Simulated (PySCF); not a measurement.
Si(F)(Br)(Me)(OH) (CH₄BrFOSi), SMILES C[Si](O)(F)Br.

Coordinates come from a PBE0-D3(BJ)/def2-SVP optimisation. The values are those of a single conformer.

Level of theory: PBE0-D3(BJ)/def2-SVP run with PySCF.

Frequencies are harmonic and unscaled.

Computed vibrational spectrum:
```tsv
mode	ν (cm⁻¹)	IR (km/mol)	moving atoms (share of kinetic energy)
1	127	1.5	H 97 %
2	153	7.4	H 34 %, C 29 %, O 13 %, F 10 %, Br 9 %
3	183	7.3	F 33 %, O 23 %, H 19 %, C 14 %
4	239	11.9	H 32 %, F 30 %, Br 22 %, C 8 %
5	242	2.4	F 25 %, Si 23 %, H 19 %, O 15 %, C 12 %
6	285	69.6	H 46 %, O 27 %, Si 9 %, Br 8 %
7	331	67.7	O 33 %, F 24 %, H 18 %, Si 14 %, C 9 %
8	442	105.9	Si 51 %, Br 15 %, O 10 %, H 10 %
9	719	45.2	C 38 %, H 28 %, Si 20 %, F 10 %
10	763	52.6	H 67 %, O 20 %, C 11 %
11	790	24.1	H 67 %, C 22 %
12	830	293.9	H 63 %, Si 13 %, C 11 %, O 9 %
13	916	141.9	Si 42 %, F 28 %, H 18 %
14	979	150.3	Si 47 %, O 32 %, F 11 %
15	1277	44.6	H 75 %, C 24 %
16	1419	7.7	H 96 %
17	1422	3.3	H 96 %
18	3071	0.3	H 97 %
19	3180	0.0	H 91 %, C 9 %
20	3188	0.0	H 91 %, C 9 %
21	3931	132.5	H 94 %
```
